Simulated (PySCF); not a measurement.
First SCF of a structure search on singlet Hf(OH)2, at a hand-made linear (heavy-atom frame) geometry. PySCF input:

```python
from pyscf import gto, scf, dft
mol = gto.M(atom='''
Hf     0.000000     0.000000     0.000000
O      0.000000     0.000000     2.150000
O      0.000000     0.000000    -2.150000
H     -0.735400     0.000000     2.767100
H      0.735400     0.000000    -2.767100''',
    basis={'Hf': 'def2-TZVP', 'O': 'def2-TZVP', 'H': 'def2-TZVP'},
    ecp={'Hf': 'def2-TZVP'},
    charge=0, spin=0)
mf = dft.RKS(mol, xc='PBE0')
mf.grids.atom_grid = (50, 194)
aux = {'Hf': 'def2-universal-JKFIT', 'O': 'def2-universal-JKFIT', 'H': 'def2-universal-JKFIT'}
mf = mf.density_fit(auxbasis=aux)
mf.conv_tol = 1e-08
mf.diis_space = 10
mf.max_cycle = 60
mf.init_guess = 'minao'
mf.verbose = 4
mf.kernel()
```

Excerpt of the output (cycles and frontier levels):

```
init E= -181.233749339104
  HOMO = -0.33707825629952  LUMO = -0.277956090415195  gap/eV = 1.60880
cycle= 1 E= -199.323943153688  delta_E= -18.1  |g|= 1.16  |ddm|= 5.31
  HOMO = -0.117114684107543  LUMO = -0.10797038731381  gap/eV = 0.24883
cycle= 2 E= -197.963911004537  delta_E= 1.36  |g|= 2.74  |ddm|= 1.99
  HOMO = -0.174576007742921  LUMO = -0.0503148816625113  gap/eV = 3.38132
cycle= 3 E= -199.550727336756  delta_E= -1.59  |g|= 0.269  |ddm|= 1.64
  HOMO = -0.228985073582283  LUMO = -0.12694123053188  gap/eV = 2.77675
cycle= 4 E= -199.573019167006  delta_E= -0.0223  |g|= 0.0827  |ddm|= 0.619
  HOMO = -0.215871723175749  LUMO = -0.107353369931858  gap/eV = 2.95293
cycle= 5 E= -199.574954527323  delta_E= -0.00194  |g|= 0.0111  |ddm|= 0.137
  HOMO = -0.215361799246047  LUMO = -0.106579876933213  gap/eV = 2.96011
cycle= 6 E= -199.574984994951  delta_E= -3.05e-05  |g|= 0.000926  |ddm|= 0.0103
  HOMO = -0.215267385955677  LUMO = -0.106383259550832  gap/eV = 2.96289
cycle= 7 E= -199.574985511834  delta_E= -5.17e-07  |g|= 0.000294  |ddm|= 0.00283
  HOMO = -0.215296922789879  LUMO = -0.106422497118528  gap/eV = 2.96262
cycle= 8 E= -199.574985621533  delta_E= -1.1e-07  |g|= 8.57e-05  |ddm|= 0.00128
  HOMO = -0.215291132952199  LUMO = -0.106414049327365  gap/eV = 2.96270
cycle= 9 E= -199.574985638919  delta_E= -1.74e-08  |g|= 2.01e-05  |ddm|= 0.000597
  HOMO = -0.215291133287341  LUMO = -0.106414184402088  gap/eV = 2.96269
cycle= 10 E= -199.574985640133  delta_E= -1.21e-09  |g|= 6.56e-06  |ddm|= 0.000165
  HOMO = -0.215290841993767  LUMO = -0.10641397486366  gap/eV = 2.96269
Extra cycle  E= -199.574985640173  delta_E= -4.08e-11  |g|= 6.96e-06  |ddm|= 2.44e-05
converged SCF energy = -199.574985640173
```

No lower solution of this spin was found from smeared starts or by a stability analysis within the restricted form, which does not test spin polarisation.

Stability towards spin polarisation was not tested. No spin–orbit coupling is included, which matters more the heavier the element.

The search for the lowest solution, 3 starts and the stability check together, took 7.2 s on 4 threads of a shared Arm Neoverse V1 host, with 114 basis functions; the process peaked at 0.59 GiB. Launch command: `OMP_NUM_THREADS=4 python axn.py task.json out`.
